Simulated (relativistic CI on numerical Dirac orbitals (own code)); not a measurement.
# Sensitivity of the levels of Hf2+ to α and to the nuclear radius

These numbers are calculated, not measured: Dirac-Coulomb-Breit CI, KLI orbitals optimised for each configuration, valence Slater integrals scaled by 0.85, P86 correlation energy added to each configuration, derivatives by finite differences, QED left out (own radial code, finite nucleus).

CI space (outside the closed core [Xe] 4f14): 5d², 6s², 5d6p, 6s6p, 5d5f, 5d6d, 6p², 6s6d. Levels of other configurations are missing.

With x = (α/α₀)² − 1 an excitation energy changes as ω = ω₀ + qx; K = 2q/ω₀ is the relative enhancement. Terms are leading LS components, so labels can repeat. The field-shift factor is F = δν/δ⟨r²⟩ for the transition from the lowest level.

Lowest level 5d² ³F2.

| Level | ω₀ (cm⁻¹) | q (cm⁻¹) | K | F (GHz/fm²) |
| --- | --- | --- | --- | --- |
| 5d² ³F3 | 2194.8 | 1923 | 1.75 | 0.455 |
| 5d² ³F4 | 4497.5 | 3595 | 1.6 | 0.851 |
| 5d² ¹D2 | 8739.6 | 1327 | 0.304 | 0.623 |
| 5d² ³P0 | 8872.9 | -901.6 | -0.203 | 2.11 |
| 5d² ³P1 | 10053.1 | 1556 | 0.31 | 0.698 |
| 5d² ³P2 | 12463.6 | 3834 | 0.615 | 1.2 |
| 5d² ¹G4 | 13633.8 | 2349 | 0.345 | 0.905 |
| 6s² ¹S0 | 13694.9 | -34970 | -5.11 | 53.9 |
| 5d² ¹S0 | 31396.1 | -6555 | -0.418 | 11.3 |
| 5d6p ³F°2 | 43121.1 | -16010 | -0.743 | 6.21 |
| 5d6p ³D°1 | 45614.5 | -19520 | -0.856 | 11.9 |
| 6s6p ³P°0 | 48095.6 | -31840 | -1.32 | 30.1 |
| 5d6p ³F°3 | 48492.7 | -11210 | -0.462 | 6.25 |

Correlation outside the listed configurations is missing or only estimated: errors of thousands of cm⁻¹ between configurations and terms are usual at this charge. Rates and lifetimes follow the computed energies and can be off by large factors. The fine structure of a lone outer electron comes out too small, for d and f at times inverted, and misplaced configurations move strength between like terms.
